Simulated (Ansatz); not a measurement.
A nudged elastic band was laid between two geometries of C2H7AlOSi (12 atoms, charge 0, multiplicity 1).

Method: RKS BLYP/def2-SVP (Ansatz 0.2.0).

| Item | Value |
| --- | --- |
| movable images | 7 |
| climbing image | yes |
| spring | 5.0 eV/Å² |
| optimiser | quadratic models (default) |
| start path | IDPP |
| force threshold | 0.05 eV/Å |
| iteration limit | 60 |
| end points | relaxed |

Image 0:

```xyz
12
Properties=species:S:1:pos:R:3
C -1.422 1.448 -0.435
C -1.082 0.553 -1.398
Al 0.062 -1.014 -1.052
Si 1.238 -1.128 1.140
O 1.758 0.419 1.641
H -1.058 1.357 0.606
H -2.086 2.313 -0.616
H -1.514 0.738 -2.401
H 0.183 -2.142 -2.182
H 2.490 -1.958 1.084
H 0.371 -1.783 2.196
H 1.136 1.143 1.451
```

Image 8:

```xyz
12
Properties=species:S:1:pos:R:3
C -2.208 1.133 0.154
C -1.594 0.778 -1.003
Al 0.165 -0.096 -1.068
Si 1.504 -0.624 0.964
O 2.508 -1.971 0.671
H -1.754 0.944 1.143
H -3.197 1.627 0.183
H -2.143 1.011 -1.938
H 0.784 -0.489 -2.496
H 0.672 -1.029 2.148
H 2.308 0.576 1.426
H 3.031 -1.914 -0.150
```

Question: What changes between the two ends?

Answer: No bond is made or broken. The dihedral H9–Al3–Si4–O5 goes from 143 to -28°.

Question: Give the energies along the band, and the barrier.

Answer: It converged. The highest image is number 3 of 0 to 8, 0.039 eV above the first end and 0.051 eV above the last; the last end lies 0.012 eV below the first. A vibrational analysis at the climbing image gives no mode beyond 40i cm⁻¹: the surface is too flat there to confirm a saddle point.

```json
{"image": "0", "path coordinate (Å)": "0.00", "energy (eV)": "0.000", "dihedral H9–Al3–Si4–O5 (°)": "143"}
{"image": "1", "path coordinate (Å)": "0.98", "energy (eV)": "0.013", "dihedral H9–Al3–Si4–O5 (°)": "121"}
{"image": "2", "path coordinate (Å)": "1.96", "energy (eV)": "0.031", "dihedral H9–Al3–Si4–O5 (°)": "98"}
{"image": "3", "path coordinate (Å)": "2.93", "energy (eV)": "0.039", "dihedral H9–Al3–Si4–O5 (°)": "76"}
{"image": "4", "path coordinate (Å)": "3.93", "energy (eV)": "0.035", "dihedral H9–Al3–Si4–O5 (°)": "54"}
{"image": "5", "path coordinate (Å)": "4.92", "energy (eV)": "0.022", "dihedral H9–Al3–Si4–O5 (°)": "33"}
{"image": "6", "path coordinate (Å)": "5.91", "energy (eV)": "0.006", "dihedral H9–Al3–Si4–O5 (°)": "12"}
{"image": "7", "path coordinate (Å)": "6.90", "energy (eV)": "-0.007", "dihedral H9–Al3–Si4–O5 (°)": "-8"}
{"image": "8", "path coordinate (Å)": "7.89", "energy (eV)": "-0.012", "dihedral H9–Al3–Si4–O5 (°)": "-28"}
```

Question: What is the geometry of the highest image?

Answer: 
```xyz
12
Properties=species:S:1:pos:R:3
C -2.175 0.724 -0.200
C -1.484 0.238 -1.263
Al 0.279 -0.622 -1.113
Si 1.497 -0.698 1.067
O 2.720 0.493 1.134
H -1.777 0.674 0.830
H -3.172 1.193 -0.295
H -1.980 0.336 -2.250
H 0.947 -1.215 -2.443
H 2.239 -1.995 1.228
H 0.577 -0.597 2.265
H 2.405 1.414 1.075
```

The band took 7 iterations and of the order of 5 core-minutes.

Run time: 2.3 min on 2 threads of Arm Neoverse V1 (shared host), peak memory 0.15 GiB.
